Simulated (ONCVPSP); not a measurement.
**What one change does to a pseudopotential (Tl, ONCV)**

| Item | Value |
| --- | --- |
| Element | thallium |
| Generator | ONCVPSP 4.0.1 |
| Type | optimised norm-conserving Vanderbilt (ONCV) |
| Functional | LDA (Perdew-Wang 92) |
| Relativity | fully relativistic |
| Frozen core | [Xe] 4f14 |
| Valence charge | 13 |
| Reference configuration | 5d10 6s2 6p1 |
| Partial waves | 6s: rc 2.05 bohr, ncon 5, nbas 8, qcut 3.2 1/bohr, 2 projectors, debl 1.5 Ha; 6p: rc 3.25 bohr, ncon 4, nbas 9, qcut 2.2 1/bohr, 1 projector; 5d: rc 1.95 bohr, ncon 4, nbas 9, qcut 8.7 1/bohr, 1 projector |
| Local potential | polynomial inside 1.80 bohr (lpopt 4, dvloc0 4 Ha) |
| Core correction | Teter function, fcfact 3.25, rcfact 1.35 |

Open shells are filled in proportion to 2j + 1.

All-electron outer shells of the reference configuration (LDA (PZ), scalar-relativistic, ld1.x):

| shell | level (eV) | outermost node (bohr) | outermost maximum (bohr) |
| --- | --- | --- | --- |
| 4f | -114.41 | – | 0.36 |
| 5p | -76.26 | 0.50 | 0.90 |
| 5d | -15.62 | 0.53 | 1.11 |
| 6s | -9.83 | 1.04 | 2.08 |
| 6p | -2.58 | 1.23 | 2.91 |

Change: p: qcut 3.1.

Cutoffs: the cutoffs (Ha) at which the residual kinetic energy of the hardest occupied pseudo-wave falls to 1 and 0.1 mHa per electron; they do not see the model core or the augmentation charge, which bear on the density cutoff. Errors are all-electron minus pseudo energies relative to the spin-unpolarised reference configuration.

**Question.** What does the change do?

**Answer.** The potential gets neither clearly harder nor softer (24 Ha and 30 Ha → 24 Ha and 30 Ha); the d channel sets the loose cutoff, while the largest relative change is in p, which becomes harder; of the 3 tests that both files solve, the error grows in 1 and shrinks in 2 by more than 15 % and 0.3 meV (median size 26.9 → 18.1 meV); neither file shows a bound ghost.

```csv
quantity,base,changed
"cutoff, loose",24 Ha,24 Ha
"cutoff, tight",30 Ha,30 Ha
loose cutoff by channel,"s 6.6 Ha, p 1.7 Ha, d 24 Ha","s 6.6 Ha, p 2.4 Ha, d 24 Ha"
bound ghosts,none,none
GHOST(+) flags under 300 eV,s at 94.7 eV,s at 94.7 eV
tests with a reliable result,3 of 4,3 of 4
"error for 5d10 6s2 6p0, meV [ΔE 5.51 eV]",-4.5,-3.0
"error for 5d10 6s1 6p0, meV [ΔE 26.71 eV]",-27,-18
"error for 5d9 6s2 6p2, meV [ΔE 14.50 eV]",-33,-64
s: phases at 2.08 bohr within 0.05 rad from the reference energy up to (Ha; the scan ends near 5),3.0,3.0
p3/2: phases at 3.30 bohr within 0.05 rad from the reference energy up to (Ha; the scan ends near 5),0.6,0.7
p1/2: phases at 3.30 bohr within 0.05 rad from the reference energy up to (Ha; the scan ends near 5),0.6,0.6
d5/2: phases at 1.98 bohr within 0.05 rad from the reference energy up to (Ha; the scan ends near 5),1.1,1.1
d3/2: phases at 1.98 bohr within 0.05 rad from the reference energy up to (Ha; the scan ends near 5),0.9,0.9
"rms error of d²Exc/dni dnj with the model core, mHa",3.98,4.01
```
